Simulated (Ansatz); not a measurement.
Ansatz (an electronic-structure program) input (CCSD(T)/aug-cc-pV(D+d)Z):
A basis named .json is the Basis Set Exchange file of that set.

Ansatz 0.2 input:
```yaml
crystal:
  periodic: [false, false, false]
  atoms:
    - {symbol: Si, position_ang: [0.01757818, -0.01249253, -0.00634652]}
    - {symbol: F, position_ang: [-0.09859982, -0.58560009, 1.45140629]}
    - {symbol: F, position_ang: [-0.24201436, 1.53624852, -0.00683083]}
    - {symbol: F, position_ang: [-1.05699551, -0.74697254, -0.88545025]}
    - {symbol: O, position_ang: [1.54154908, -0.20727345, -0.61790946]}
basis:
  gaussian:
    orbitals: aug-cc-pV_D+d_Z.json
magnetization: {spin_polarized: true, initial_magnetization: 1}
correlation: {method: ccsd_t, electrons: outside_noble_gas}
output: {forces: true}
```

Output:

```
Functional definition: HF
integrals: 0.39 GiB planned
1194 factors; integrals over basis functions are off by at most 1.6e-4 eV
0.74 GiB of device memory are held for the factors and their scratch space
mean field: 0.91 GiB planned
mean field evaluation 1: about -18020.8686 eV, gradient 2.9e1 eV
mean field evaluation 2: about -18020.8889 eV, gradient 2.9e1 eV
mean field evaluation 4: about -18023.8002 eV, gradient 2.2e0 eV
mean field evaluation 8: about -18023.8375 eV, gradient 2.9e-1 eV
mean field evaluation 16: about -18020.8703 eV, gradient 2.9e1 eV
mean field evaluation 32: about -18023.7839 eV, gradient 7.8e-1 eV
mean field evaluation 64: about -18023.7813 eV, gradient 1.3e-4 eV
mean field evaluation 96: about -18021.5479 eV, gradient 7.6e-1 eV
mean field evaluation 128: about -18021.5405 eV, gradient 9.7e-1 eV
mean field evaluation 160: about -18023.8388 eV, gradient 4.6e-3 eV
mean field -18023.83881785 eV, -662.3638595592 hartree, gradient 1.3e-6 eV, S^2 0.755830; 7 other end points of the search recorded, 0 dependent functions left out
determinant -18023.83881785 eV, -662.3638595592 hartree, with singles and doubles -18047.30251133 eV, -663.2261343903 hartree
determinant -18023.78127108 eV, -662.3617447546 hartree, with singles and doubles -18047.23966150 eV, -663.2238247019 hartree
determinant -18021.55522813 eV, -662.2799391847 hartree, with singles and doubles -18045.16368829 eV, -663.1475340933 hartree
determinant -18023.83881785 eV, -662.3638595592 hartree, with singles and doubles -18047.36569395 eV, -663.2284563088 hartree
determinant -18023.78127108 eV, -662.3617447546 hartree, with singles and doubles -18047.30276242 eV, -663.2261436179 hartree
9 core orbitals not correlated
reference -18023.83881785 eV, -662.3638595592 hartree; 16, 15 occupied and 99, 100 virtual orbitals, 1194 factors
densities: 8.51 GiB planned
second order -23.06317889 eV of doubles, -0.00000000 eV of singles
coupled cluster: 3.28 GiB planned
cycle   1  -23.52687391 eV  change    2.2e-6 eV  update   3.0e-6
cycle   2  -23.52687544 eV  change   -1.5e-6 eV  update   1.8e-6
cycle   3  -23.52687561 eV  change   -1.7e-7 eV  update   1.2e-6
cycle   4  -23.52687541 eV  change    2.0e-7 eV  update   5.0e-7
cycle   5  -23.52687556 eV  change   -1.5e-7 eV  update   3.7e-7
cycle   6  -23.52687532 eV  change    2.4e-7 eV  update   2.8e-7
cycle   7  -23.52687534 eV  change   -2.3e-8 eV  update   1.8e-7
cycle   8  -23.52687537 eV  change   -2.6e-8 eV  update   1.0e-7
cycle   9  -23.52687540 eV  change   -2.5e-8 eV  update   5.1e-8
cycle  10  -23.52687541 eV  change   -1.0e-8 eV  update   3.0e-8
perturbative correction -0.54908632 eV, -0.0201785502 hartree
the calculation of the forces begins
densities: 15.87 GiB planned
the multipliers restart with 30 DIIS vectors
0.29 GiB of device memory are held for the factors and their scratch space
Total energy: -18047.91477958 eV, -663.2486348335 hartree
Atom 0 at     0.017578    -0.012493    -0.006347 Å, force    -0.002237    -0.014190     0.001897 eV/Å
Atom 1 at    -0.098600    -0.585600     1.451406 Å, force    -0.076338    -0.334766     0.839760 eV/Å
Atom 2 at    -0.242014     1.536249    -0.006831 Å, force    -0.139180     0.873259    -0.003222 eV/Å
Atom 3 at    -1.056996    -0.746973    -0.885450 Å, force    -0.625513    -0.427235    -0.499295 eV/Å
Atom 4 at     1.541549    -0.207273    -0.617909 Å, force     0.843268    -0.097067    -0.339139 eV/Å
Dipole moment:    -0.010818    -0.015506     0.005507 e Å
```

It need not be the lowest isomer of its formula.
